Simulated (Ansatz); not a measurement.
`CO[SiH2][SeH]` + `ClBCl` → `ClB(Cl)[SeH]` + `CO[SiH3]` at 298.15 K and 1 bar (formal exchange of groups at the Se–Si bond).

Gas-phase electronic energies from Ansatz, PBE0-D4/def2-TZVP geometries. CBS: MP2 limit from def2 TZ/QZ plus the TZ coupled-cluster correction, frozen cores. This one scheme is used for every species. For Se outer-core shells are correlated without core-valence functions, which leaves a few kJ/mol of doubt a bond. Scalar relativity is left out up to krypton. One conformer a species, not always the lowest.

```json
{"species": "`CO[SiH2][SeH]`", "CCSD(T)/CBS energy (Eh)": "-2806.67109", "H − E (kJ/mol)": "199.4", "S (J/(mol·K))": "360.4"}
{"species": "`ClBCl`", "CCSD(T)/CBS energy (Eh)": "-945.02167", "H − E (kJ/mol)": "50.8", "S (J/(mol·K))": "268.0"}
{"species": "`ClB(Cl)[SeH]`", "CCSD(T)/CBS energy (Eh)": "-3345.76079", "H − E (kJ/mol)": "55.6", "S (J/(mol·K))": "324.0"}
{"species": "`CO[SiH3]`", "CCSD(T)/CBS energy (Eh)": "-405.93001", "H − E (kJ/mol)": "192.4", "S (J/(mol·K))": "298.5"}
```

H − E and S are ideal-gas, rigid-rotor, harmonic terms from PBE0-D4/def2-TZVP, for one conformer and one mirror image of each species. 1 Eh = 2625.50 kJ/mol, R = 8.31446 J/(mol·K).

Task: By hand: ΔE, ΔH, ΔS and ΔG.

Result: ΔE = (-3345.76079) + (-405.93001) − (-2806.67109) − (-945.02167) = 0.00196 Eh = 5.1 kJ/mol. Δ(H − E) = 55.6 + 192.4 − 199.4 − 50.8 = -2.2, so ΔH = 2.9 kJ/mol. ΔS = 324.0 + 298.5 − 360.4 − 268.0 = -5.9 J/(mol·K). ΔG = 2.9 − 298.15 × (-5.9)/1000 = 4.7 kJ/mol.

Task: By hand: the equilibrium constant, and the temperature at which ΔG would vanish if ΔH and ΔS stayed fixed.

Result: log₁₀ K = −ΔG/(RT ln 10) = -0.8. ΔH and −TΔS have one sign here, so there is no such temperature.

TΔS isn't small against ΔH here. The sign of ΔG lies within the doubt. A doubt of 5 kJ/mol in ΔE shifts log₁₀ K by 0.9 here. Other conformers and mirror images would add mixing entropy, several J/(mol·K) or more a flexible species. Modes under 60 cm⁻¹, often nearly free rotors, make the harmonic entropy too high. These are equilibria of isolated gas molecules and say nothing of rates. Largest T1 diagnostic: 0.012 (customary marks: 0.02 for closed shells, 0.045 for open ones).

ΔS is within the doubt of such terms, so its sign, and with it that verdict, could turn.
